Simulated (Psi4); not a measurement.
C$_{4}$H$_{5}$F, singlet, geometry from GFN2-xTB. Base run: CCSD(T)/def2-SVP (Psi4).

Here is a job for Psi4.
```
memory 2 GB

molecule {
0 1
C    -2.25795120    0.05386956    0.94073573
C    -1.26978098    0.39462576    0.12046238
C     0.05117512   -0.18498454    0.18475535
C     1.02992716    0.16407603   -0.64065480
F     2.25128973   -0.38703690   -0.56416094
H    -2.12147919   -0.68698175    1.71103277
H    -3.23402574    0.50106430    0.87202048
H    -1.42648144    1.14089335   -0.64693955
H     0.23554162   -0.93335133    0.94224461
H     0.96461657    0.89618662   -1.43270185
}

set {
  basis def2-svp
  freeze_core true
}

energy('ccsd(t)')
print_variables()
```

Each row names what was changed in the base input (with any setting that the change needs).

```json
[
 {"change": "base", "ΔE vs base (kcal/mol)": "0.000", "MP2 correlation (Eh)": "-0.70837", "basis functions": "95", "core-seconds (rough)": "100"},
 {"change": "method = dlpno-mp2", "ΔE vs base (kcal/mol)": "43.00", "MP2 correlation (Eh)": "-0.70787", "basis functions": "95", "core-seconds (rough)": "6"},
 {"change": "method = mp4", "ΔE vs base (kcal/mol)": "0.322", "MP2 correlation (Eh)": "-0.70837", "basis functions": "95", "core-seconds (rough)": "40"},
 {"change": "method = mp2", "ΔE vs base (kcal/mol)": "42.92", "MP2 correlation (Eh)": "-0.70799", "basis functions": "95", "core-seconds (rough)": "4"},
 {"change": "method = fno-ccsd(t)", "ΔE vs base (kcal/mol)": "0.000", "MP2 correlation (Eh)": "-0.70837", "basis functions": "95", "core-seconds (rough)": "60"},
 {"change": "method = mp3", "ΔE vs base (kcal/mol)": "___", "MP2 correlation (Eh)": "-0.70799", "basis functions": "95", "core-seconds (rough)": "7"},
 {"change": "method = qcisd(t)", "ΔE vs base (kcal/mol)": "-0.388", "MP2 correlation (Eh)": "-0.70837", "basis functions": "95", "core-seconds (rough)": "50"},
 {"change": "method = ccsd", "ΔE vs base (kcal/mol)": "___", "MP2 correlation (Eh)": "-0.70837", "basis functions": "95", "core-seconds (rough)": "60"}
]
```

Q: Some entries are withheld; supply them.

A: 
- method = mp3, ΔE vs base (kcal/mol): 21.53
- method = ccsd, ΔE vs base (kcal/mol): 15.56
